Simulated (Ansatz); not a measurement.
One change: `CN(C)B(O)F` becomes `CN(C)B(F)S`.

Ansatz, PBE0-D4/def2-TZVP geometries, multiplicity 1. Each molecule was computed in one conformer, which needn't be the lowest.

```csv
property,`CN(C)B(O)F`
HOMO–LUMO gap (B3LYP/def2-TZVPP) / eV,6.96
size of the dipole moment (PBE/def2-TZVPP) / D,3.34
size of the dipole moment (ωB97M-V/def2-TZVPP) / D,3.42
LUMO energy (ωB97M-V/def2-TZVPP) / eV,1.92
HOMO energy (ωB97M-V/def2-TZVPP) / eV,-9.32
HOMO–LUMO gap (PBE/def2-TZVPP) / eV,5.33
```

Question: Give the same properties after the change, and the shifts. (An estimate is asked.)

Answer: Ansatz gave: 
| property | `CN(C)B(F)S` | shift |
| --- | --- | --- |
| HOMO–LUMO gap (B3LYP/def2-TZVPP) / eV | 7.03 | 0.07 |
| size of the dipole moment (PBE/def2-TZVPP) / D | 1.83 | -1.51 |
| size of the dipole moment (ωB97M-V/def2-TZVPP) / D | 1.81 | -1.61 |
| LUMO energy (ωB97M-V/def2-TZVPP) / eV | 2.18 | 0.26 |
| HOMO energy (ωB97M-V/def2-TZVPP) / eV | -9.10 | 0.22 |
| HOMO–LUMO gap (PBE/def2-TZVPP) / eV | 5.40 | 0.07 |

Dipoles are sizes alone; their direction can turn.

B3LYP here is the variant with VWN-RPA as its local correlation; programs differ in this.
